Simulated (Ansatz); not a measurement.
Relaxation of FGaH₄O₂ (8 atoms, charge 0, multiplicity 1), to a largest force component of 0.03 eV/Å in at most 50 steps.

These are results of RKS LDA/def2-SVP (Ansatz 0.2.0), not measurements.

```xyz
8
Properties=species:S:1:pos:R:3:forces:R:3
Ga -0.274 -1.224 0.139 0.11 0.51 -0.16
F 1.324 -0.934 -0.609 -0.15 0.31 -0.02
H -1.358 -1.654 -0.900 0.05 0.00 0.02
H -0.194 -1.373 1.699 0.01 0.00 -0.02
H 0.942 1.170 -0.981 0.37 -0.62 -0.05
O 0.238 1.788 -0.679 -0.44 -0.25 0.30
O -0.477 0.943 0.224 0.03 0.12 -0.05
H -0.202 1.284 1.107 0.01 -0.06 -0.01
```

Question: Where does it end, and by what steps?

Answer: It converged. After 6 steps the energy has fallen by 0.319 eV; H5 moved furthest, 0.40 Å.

| step | energy less start (eV) | largest force component (eV/Å) | accepted |
| --- | --- | --- | --- |
| 0 | 0.0000 | 0.618 | yes |
| 1 | -0.2038 | 0.629 | yes |
| 2 | -0.2957 | 0.463 | yes |
| 3 | -0.1879 | 1.170 | no |
| 4 | -0.3179 | 0.087 | yes |
| 5 | -0.3184 | 0.032 | yes |
| 6 | -0.3187 | 0.015 | yes |

```xyz
8
Properties=species:S:1:pos:R:3
Ga -0.292 -1.083 0.133
F 1.296 -0.655 -0.645
H -1.317 -1.549 -0.939
H -0.086 -1.393 1.652
H 0.920 0.792 -0.864
O 0.277 1.578 -0.713
O -0.564 0.975 0.260
H -0.235 1.334 1.117
```

The run took 8.1 s on 2 threads of Arm Neoverse V1 (shared host), peak memory 0.13 GiB.
